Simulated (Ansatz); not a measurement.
Ansatz results at the PBE0-D4/def2-TZVP geometry: size of the dipole moment (PBE/def2-TZVPP) 1.35 D; LUMO energy (PBE/def2-TZVPP) -0.85 eV; LUMO energy (B3LYP/def2-TZVPP) -0.18 eV.

Each molecule was computed in one conformer, which needn't be the lowest.

Which molecule gave them?
A. `C[O][Hf]1234([CH3])([O]C)[C@@H]5[C@H]1[C@H]2[C@@]3(F)[C@@H]54`
B. `CC[C@@]12[C@H]3[C@H]4[C@H]5[C@@H]1[Hf]4532([OH])([OH])[O]C`
C. `C[O][Hf]1234([OH])([OH])[C@@H]5[C@H]1[C@H]2[C@@]3([SiH3])[C@@H]54`
D. `C[N](C)[Sc]1234([N](C)C)[C@@H]5[C@H]1[C@H]2[C@@]3(C)[C@@H]54`

A. The others give `C[O][Hf]1234([OH])([OH])[C@@H]5[C@H]1[C@H]2[C@@]3([SiH3])[C@@H]54`: 0.61, -1.03, -0.35; `CC[C@@]12[C@H]3[C@H]4[C@H]5[C@@H]1[Hf]4532([OH])([OH])[O]C`: 0.55, -0.57, -0.02; `C[N](C)[Sc]1234([N](C)C)[C@@H]5[C@H]1[C@H]2[C@@]3(C)[C@@H]54`: 0.77, -1.97, -1.36.

B3LYP here is the variant with VWN-RPA as its local correlation; programs differ in this.
